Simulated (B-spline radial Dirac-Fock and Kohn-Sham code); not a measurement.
# S²⁻ in Watson spheres of different radius

Method: Dirac-Fock (average of configuration) total-energy differences with a finite nucleus, the Breit interaction including its frequency dependence, and self-energy and vacuum-polarisation corrections. Computed with an atomic code on a B-spline grid. The ion, [Ne] 3s2 3p6, sits in a hollow sphere of charge Q = +2, a simple model of the Madelung potential. Inside the sphere an electron's potential energy is lowered by the constant 14.40·|Q|/R eV, so binding energies rise by about that much as long as the orbitals stay inside.

| radius (Å) | 14.40 |Q|/R (eV) | 1s (eV) | 2s (eV) | 2p1/2 (eV) | 2p3/2 (eV) | 3s (eV) | 3p1/2 (eV) | 3p3/2 (eV) |
| --- | --- | --- | --- | --- | --- | --- | --- | --- |
| 1.564 | 18.41 | 2474.5 | 232.5 | 168.0 | 166.8 | 22.08 | 9.29 | 9.22 |
| 1.84 | 15.65 | 2473.6 | 231.5 | 167.0 | 165.8 | 20.52 | 7.92 | 7.86 |
| 2.208 | 13.04 | 2472.4 | 230.2 | 165.7 | 164.5 | 18.85 | 6.37 | 6.31 |

From the smallest to the largest radius 1s moves by -2.1 eV, while the constant potential alone would give -5.4 eV; the difference comes from charge outside the sphere and its screening.
